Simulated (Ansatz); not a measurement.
System: C$_{2}$H$_{2}$F$_{2}$, net charge 0, singlet state. SMILES: F/C=C/F
Geometry: optimised at B3LYP-D3(BJ)/def2-TZVP (Ansatz, an electronic-structure program).

Parts of the frozen-core correlation energy in STO-3G (Ansatz, hartree). Frozen orbitals: 4; correlated occupied orbitals by spin: 12 and 12; virtual: 6 and 6. No spin-orbit coupling. No relativistic terms. The restricted reference is unstable.

```tsv
term	value
reference (HF)	-271.98468
MP2 opposite-spin	[?]
MP2 same-spin	[?]
CCSD correlation	[?]
(T)	-0.00430
T1 diagnostic	0.009
largest doubles amplitude	0.183
```

Task: Complete the blanks.

Result: 
- MP2 opposite-spin, value: -0.12395
- MP2 same-spin, value: -0.02298
- CCSD correlation, value: -0.18724
